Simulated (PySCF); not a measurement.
Shieldings and the share of exact exchange

Molecule: `BNBC`, CH$_{7}$B$_{2}$N.

Atom-mapped SMILES (the numbers label the heavy atoms): `[BH2:1][NH:2][BH:3][CH3:4]` (H(Xn): hydrogen on atom n).

GIAO shieldings (ppm, equivalent atoms averaged) in PySCF 2.14.0 with density-fitted response routines on the PBE0-D3(BJ)/def2-SVP geometry, basis pcSseg-2, gas phase, non-relativistic:

| functional | exact exchange (%) | σ(B3) | σ(B1) | σ(N2) | σ(C4) |
| --- | --- | --- | --- | --- | --- |
| BLYP | 0 | 33.1 | 39.4 | 53.3 | 165.2 |
| BP86 | 0 | 35.9 | 41.7 | 57.6 | 169.1 |
| PBE | 0 | 34.6 | 40.3 | 56.2 | 169.2 |
| B3LYP | 20 | 38.0 | 43.8 | 62.9 | 169.8 |
| mPW1PW91 | 25 | 41.2 | 46.6 | 69.0 | 173.9 |
| BHandHLYP | 50 | 45.4 | 50.8 | 76.2 | 175.3 |
| HF | 100 | 59.3 | 64.2 | 98.6 | 183.0 |

Problem. Fit each shielding as a line in the percentage of exact exchange.

Solution. σ(B3) = 34.3 + 0.24 x (rms 1.0 ppm); σ(B1) = 40.2 + 0.23 x (rms 0.9 ppm); σ(N2) = 55.8 + 0.43 x (rms 1.6 ppm); σ(C4) = 168.0 + 0.15 x (rms 1.5 ppm). The functionals also differ in their semilocal parts, which the line can't hold; Hartree–Fock has no correlation at all.

Problem. What does the line predict for PBE0 (25 %), and what does the run give?

Solution. σ(B3): 40.3 predicted, 40.9 computed; σ(B1): 46.0 predicted, 46.2 computed; σ(N2): 66.5 predicted, 68.5 computed; σ(C4): 171.8 predicted, 174.5 computed ppm.
